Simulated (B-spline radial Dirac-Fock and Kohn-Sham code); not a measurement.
A summary of the ionisation energies of osmium (Z = 76) against charge, from ΔSCF Dirac-Fock with Breit, self-energy and vacuum polarisation, finite nucleus, configuration average and from the NIST table. The largest relative steps of the computed values, from charge +5 on, come at Os⁸⁺ (68 electrons left, 99.99 to 171.5 eV); Os¹⁴⁺ (62 electrons left, 250.3 to 332.2 eV); Os⁴⁸⁺ (28 electrons left, 2616.1 to 4404.4 eV); Os⁶⁶⁺ (10 electrons left, 7605.8 to 17079.9 eV). The median of |NIST − computed| / NIST over the 74 ions is 1.79 %.

```csv
charge,computed (eV),NIST (eV)
0,7.49,8.43823
5,68.49,70.1
10,212.1,213
15,370.3,367
20,555.0,570
25,789.3,820
30,1269.3,1262
35,1536.9,1528
40,2032.4,1996
45,2323.9,2400
50,4673.4,4635
55,5373.6,5421
60,6508.9,6376
65,7605.8,7610
70,18547.8,19600
```
